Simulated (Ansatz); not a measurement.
```yaml
crystal:
  periodic: [false, false, false]
  atoms:
    - {symbol: O, position_ang: [1.831611, 1.411118, 1.766187]}
    - {symbol: C, position_ang: [1.022927, 0.752867, 0.893326]}
    - {symbol: C, position_ang: [1.420493, 0.427501, -0.394225]}
    - {symbol: C, position_ang: [0.539938, -0.247248, -1.233756]}
    - {symbol: C, position_ang: [-0.719099, -0.591945, -0.793632]}
    - {symbol: O, position_ang: [-1.657223, -1.255170, -1.540830]}
    - {symbol: C, position_ang: [-1.114671, -0.261430, 0.505551]}
    - {symbol: O, position_ang: [-2.346991, -0.595534, 0.944798]}
    - {symbol: C, position_ang: [-0.245560, 0.408409, 1.344238]}
    - {symbol: H, position_ang: [2.672844, 1.590922, 1.338626]}
    - {symbol: H, position_ang: [2.410017, 0.694789, -0.749537]}
    - {symbol: H, position_ang: [0.847887, -0.503661, -2.242998]}
    - {symbol: H, position_ang: [-1.305126, -1.441816, -2.413813]}
    - {symbol: H, position_ang: [-2.801438, -1.051485, 0.226423]}
    - {symbol: H, position_ang: [-0.555609, 0.662672, 2.349639]}
basis:
  gaussian: {orbitals: pcseg-2}
hamiltonian: {xc: {name: revPBE}, dispersion: d4}
output: {forces: true}
```

```sh
$ ansatz run in.yaml --threads 2 --pin off --events-out ev --progress --plain --max-ram 32768MiB --backend cuda --devices 0, --max-vram 18GiB
```

Shortened log:

```
Functional definition: revPBE
1734 factors; their error is unknown
mean field evaluation 1: about -12443.9240 eV, gradient 9.3e1 eV
mean field evaluation 2: about -12385.7594 eV, gradient 1.6e2 eV
mean field evaluation 4: about -12461.1332 eV, gradient 2.0e1 eV
mean field evaluation 8: about -12462.0474 eV, gradient 6.8e-1 eV
mean field evaluation 16: about -12461.9487 eV, gradient 6.6e-3 eV
mean field -12461.94865256 eV, -457.9681659695 hartree, gradient 3.6e-5 eV, S^2 0.000000; 0 other end points of the search recorded, 0 dependent functions left out
reference -12461.94871669 eV, -457.9681683262 hartree; 33, 33 occupied and 321, 321 virtual orbitals, 1734 factors
Total energy: -12463.30756617 eV, -458.0181051235 hartree
Atom 0 at     1.831611     1.411118     1.766187 Å, force     0.102578     0.328551     0.759099 eV/Å
Atom 1 at     1.022927     0.752867     0.893326 Å, force    -0.083092    -0.063692    -0.078699 eV/Å
Atom 2 at     1.420493     0.427501    -0.394225 Å, force     0.324574     0.051404    -0.212727 eV/Å
Atom 3 at     0.539938    -0.247248    -1.233756 Å, force     0.194396    -0.050510    -0.342444 eV/Å
Atom 4 at    -0.719099    -0.591945    -0.793632 Å, force     0.117323     0.045581    -0.005367 eV/Å
Atom 5 at    -1.657223    -1.255170    -1.540830 Å, force    -0.698312    -0.297438    -0.036689 eV/Å
Atom 6 at    -1.114671    -0.261430     0.505551 Å, force     0.134532     0.033723    -0.055985 eV/Å
Atom 7 at    -2.346991    -0.595534     0.944798 Å, force    -0.585229    -0.003414     0.619740 eV/Å
Atom 8 at    -0.245560     0.408409     1.344238 Å, force    -0.077312     0.103596     0.356931 eV/Å
Atom 9 at     2.672844     1.590922     1.338626 Å, force     0.396642     0.082504    -0.207690 eV/Å
Atom 10 at     2.410017     0.694789    -0.749537 Å, force     0.214145     0.058186    -0.076382 eV/Å
Atom 11 at     0.847887    -0.503661    -2.242998 Å, force     0.065881    -0.055803    -0.217883 eV/Å
Atom 12 at    -1.305126    -1.441816    -2.413813 Å, force     0.169440    -0.083827    -0.404072 eV/Å
Atom 13 at    -2.801438    -1.051485     0.226423 Å, force    -0.210487    -0.200012    -0.303150 eV/Å
Atom 14 at    -0.555609     0.662672     2.349639 Å, force    -0.065080     0.051151     0.205318 eV/Å
Dipole moment:     0.275184    -0.127521    -0.633254 e Å
```

Hardware: 2 threads of an AMD EPYC 7R13 on a shared host and a share of an NVIDIA H100 80 GB. Wall time 4.6 s, peak host memory 0.86 GiB.
